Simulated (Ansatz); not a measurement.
A made-up structure of SnHCl₂ (charge +1), closed shell:

```xyz
4
angstrom
Cl 1.6621 -3.3443 1.7840
Sn 0.1032 0.1479 -0.0249
Cl 0.9361 -1.8019 0.6635
H 1.0576 1.5153 -0.2547
```

It is relaxed with PBE-D4/def2-SVP and then PBE0-D4/def2-TZVP (Ansatz 0.2.0). Atoms count as bonded within 1.22 times the sum of their covalent radii (H–H: 0.88 Å). The end point is not checked to be a true minimum.

Question: Does its bonding change? (Judge from chemistry; the calculation decides.)

Answer: By the calculation: No: no bond forms or breaks.

Where it ends: The first stage lowers the energy by 1.32 eV in 13 steps. It ends as SnHCl₂ ([Cl][Cl][SnH]), total charge +1:
```xyz
4
angstrom
Cl 2.0430 -2.3511 1.5515
Sn -0.0858 0.3278 -0.3374
Cl 0.2851 -2.1340 0.6561
H 1.5167 0.6742 0.2977
```

Labels in which every atom is bracketed show which atoms are joined, not bond orders.

For scale, one of the runs: PBE0-D4/def2-TZVP relaxation, 130 basis functions, launched by `ansatz run in.yaml --threads 2 --pin off --events-out ev --progress --plain --max-ram 4352MiB`. Hardware: 2 CPU threads of an Arm Neoverse V1, shared host. Wall time about 21 s.
